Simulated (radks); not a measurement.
Values are calculated unless marked as measured or tabulated.
Q: The mean radii <r> (bohr) of the occupied orbitals of an atom or ion are listed with their occupations. Code: a radial shooting solver on a logarithmic mesh with Libxc functionals. Model: Dirac Kohn-Sham, PBE, spin-unpolarised, spherical densities, point nucleus.

| orbital | occ. | <r> |
|---|---|---|
| 1s1/2 | 1 | 1.636 |

Name the element and its charge. Open shells, if any, fill j = l - 1/2 first.

A: Z = 1, hydrogen, charge 0: H in 1s1. The 1s radius gives Z: for a bare nucleus <r> = (2 gamma + 1)/(2Z) with gamma = sqrt(1 - (Z/c)^2), 1.5 bohr for Z = 1, and the self-interaction of the functional makes it slightly larger (1.636 here). The occupations add up to 1, and the charge is Z minus that.
